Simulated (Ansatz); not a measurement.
Harmonic frequencies (cm⁻¹) at PBE0-D4/def2-TZVP from Ansatz: 62, 150, 150, 163, 174, 174, 226, 323, 385, 385, 407, 590.

Which molecule is it?
A. `[F][W]([F])(=[S])([Cl])[Cl]`
B. `[O]=[W](=[O])([OH])[F]`
C. `[O]=[W]([OH])([F])=[S]`
D. `[S]=[W]([Cl])([Cl])([Cl])[Cl]`

D.
